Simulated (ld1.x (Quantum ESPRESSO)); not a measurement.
## Reading a pseudo-wave (Ta)

Columns: radius, all-electron u(r) and pseudo u(r) of the 6s shell (level -8.44 eV) of tantalum in the configuration [Xe] 4f14 5d3 6s1.5 6p0; PBE, scalar-relativistic, TM scheme, ld1.x (Quantum ESPRESSO) 7.5.

| r (bohr) | all-electron | pseudo |
| --- | --- | --- |
| 0.155 | 0.1300 | -0.0128 |
| 0.310 | -0.1591 | -0.0266 |
| 0.465 | -0.1005 | -0.0425 |
| 0.620 | 0.1409 | -0.0617 |
| 0.775 | 0.2856 | -0.0857 |
| 0.930 | 0.2943 | -0.1159 |
| 1.085 | 0.2086 | -0.1537 |
| 1.240 | 0.0757 | -0.2003 |
| 1.395 | -0.0702 | -0.2556 |
| 1.550 | -0.2089 | -0.3186 |
| 1.705 | -0.3300 | -0.3862 |
| 1.860 | -0.4297 | -0.4536 |
| 2.015 | -0.5075 | -0.5154 |
| 2.170 | -0.5651 | -0.5668 |
| 2.325 | -0.6046 | -0.6048 |
| 2.480 | -0.6288 | -0.6288 |
| 2.635 | -0.6400 | -0.6400 |
| 2.790 | -0.6404 | -0.6404 |
| 2.945 | -0.6322 | -0.6322 |
| 3.100 | -0.6172 | -0.6172 |
| 3.255 | -0.5968 | -0.5968 |
| 3.410 | -0.5724 | -0.5724 |
| 3.565 | -0.5453 | -0.5453 |
| 3.720 | -0.5163 | -0.5163 |
| 3.875 | -0.4864 | -0.4864 |
| 4.030 | -0.4561 | -0.4561 |

**Question.** How many radial nodes do the two functions have?

**Answer.** The all-electron 6s function has n − l − 1 = 5 (the table is too coarse to show those close to the nucleus); the pseudo-wave has 0, since the states of the same l below it are removed with the core.

**Question.** At about which radius was the pseudo-wave matched?

**Answer.** 2.60 bohr. The columns agree to 0.0005 from 2.33 bohr on; several derivatives are matched, so the curves merge somewhat inside the radius.

**Question.** Is the pseudo-wave norm-conserving?

**Answer.** Yes: the TM scheme keeps the norm inside the radius equal to the all-electron one, which fixes the energy derivative of the logarithmic derivative at the level.
